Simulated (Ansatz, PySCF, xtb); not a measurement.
Reaction (SMILES): C=C[SiH](C=C)C=C [tris(ethenyl)silane] + 3 C (CH4) + 2 [SiH4] (SiH4) → 3 C=C (C2H4) + 3 C[SiH3]
Each molecule is optimised on its own at B3LYP-D3(BJ)/def2-TZVP (Ansatz, a first-principles code), one conformer each, not searched for the lowest.
Geometry of the first species:
SMILES: C([SiH](C=C)C=C)=C
```xyz
17

C     -1.5256     2.3949     0.1250
C     -0.6429     1.4756     0.5112
Si    -0.0870     0.0553    -0.5621
C     -0.5996    -1.5762     0.1842
C     -1.3534    -1.6954     1.2753
C      1.7681     0.0866    -0.7743
C      2.6007    -0.8016    -0.2341
H     -1.8255     3.2188     0.7648
H     -1.9889     2.3628    -0.8557
H     -0.2116     1.5690     1.5061
H     -0.7233     0.2302    -1.8945
H     -0.2689    -2.4905    -0.3054
H     -1.7233    -0.8275     1.8109
H     -1.6410    -2.6608     1.6793
H      2.1994     0.8938    -1.3636
H      3.6765    -0.7435    -0.3653
H      2.2407    -1.6289     0.3685
```
Charge 0, spin multiplicity 1.

Wanted: bond separation energy (0 K, with B3LYP-D3(BJ) harmonic zero-point energies from PySCF), in eV. Valence correlation only, unless marked. Spin-orbit coupling is left out. No relativistic terms. CBS(X,Y): correlation extrapolated as X^-3; Hartree-Fock from the larger set. [CCSD(T)-MP2]/basis is that difference in the basis named.

```
level                        program  bond separation energy (eV)
--------------------  --------------  ---------------------------
GFN2-xTB                         xtb                         0.49
RI-HF/cc-pV(Q+d)Z             Ansatz                         0.22
revPBE-D4/def2-TZVPD  Ansatz + dftd4                         0.49
B3LYP-D4/def2-TZVPD   Ansatz + dftd4                         0.47
```

Question: Predict the RI-MP2/CBS(cc-pV(T+d)Z,cc-pV(Q+d)Z)+[CCSD(T)-MP2]/cc-pV(T+d)Z result (Ansatz).

Answer: 0.41 eV
